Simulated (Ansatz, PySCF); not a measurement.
Potential energy surface of AlF4 (anion, charge -1), singlet: flattening of a tetrahedron along the D2d path, bond length relaxed. Scanned: the two opposite F-Al-F angles (109.47 = tetrahedral, 180 = square planar). Other coordinates (Al-F bond length) were minimised at PBE0/def2-TZVP.

Levels of theory: RKS-B3LYP/6-31G* = restricted B3LYP/6-31G*, spherical d (PySCF); r2SCAN/def2-TZVPD, density fitting (PySCF); CCSD(T)/aug-cc-pVTZ = CCSD(T) on RHF/aug-cc-pVTZ, frozen core (Ansatz, an electronic-structure program).

Energies in kcal/mol, each method relative to its own lowest point.

```csv
a / °,RKS-B3LYP/6-31G*,r2SCAN,CCSD(T)/aug-cc-pVTZ
90,13.9,13.0,13.0
96.50,5.7,5.3,5.3
101.50,2.0,1.9,1.9
106.34,0.3,0.3,0.3
109.47,0.0,0.0,0.0
116.50,1.3,1.2,1.3
123,4.6,4.2,4.3
133,12.6,11.3,11.6
143,22.4,20.2,20.6
153,32.3,29.2,29.7
163,40.7,36.8,37.5
173,45.9,41.6,42.5
180,47.0,42.6,43.6
```
